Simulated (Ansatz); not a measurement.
Computed with Ansatz on PBE0-D4/def2-TZVP structures; ΔE is electronic, products minus reactants. CBS: MP2 limit from def2 TZ/QZ plus the TZ coupled-cluster correction, frozen cores. DFT in def2-TZVPP. Each species was taken in one conformer, which may not be the lowest.

Consider the isomerisation: `C[SiH](Cl)N=C=O` → `O[SiH](Cl)C1=CN1`.

`C[SiH](Cl)N=C=O`:

```xyz
10

C     0.254    0.206   -1.587
Si    0.467   -0.505    0.102
Cl    2.219    0.179    0.930
N    -0.838   -0.026    1.093
C    -1.355    0.352    2.103
O    -1.903    0.721    3.059
H     0.232    1.297   -1.544
H    -0.683   -0.144   -2.027
H     1.078   -0.098   -2.236
H     0.529   -1.981    0.107
```

`O[SiH](Cl)C1=CN1`:

```xyz
10

O     0.283    0.156    2.260
Si   -0.419    0.810    0.945
Cl    0.247    2.713    0.568
C    -0.039   -0.154   -0.553
C     0.428   -0.436   -1.711
N     0.112   -1.649   -0.980
H     1.184   -0.163    2.181
H    -1.861    0.871    1.236
H     0.870   -0.166   -2.655
H    -0.805   -1.981   -1.290
```

| level | ΔE (kJ/mol) | difference from CCSD(T)/CBS |
| --- | --- | --- |
| PBE-D4 | 339.1 | 18.8 |
| r2SCAN-D4 | 351.4 | 31.1 |
| ωB97M-V | 336.1 | 15.8 |
| PBE | 339.6 | 19.3 |
| PBE0 | 342.3 | 22.0 |
| SCS-MP2/def2-TZVPP | 338.1 | 17.8 |
| CCSD(T)/def2-TZVPP | 330.4 | 10.1 |
| SCS-MP2/def2-QZVPP | 331.9 | 11.6 |
| HF/CBS(def2) | 373.5 | 53.2 |
| MP2/CBS(def2) | 327.7 | 7.4 |
| CCSD(T)/CBS | 320.3 | 0 |

Largest T1 diagnostic among the species: 0.014.

In def2-TZVPP, CCSD(T) changes the Hartree–Fock value by −45.1 kJ/mol (the triples alone add −2.3 kJ/mol) and MP2 by −37.8 kJ/mol.
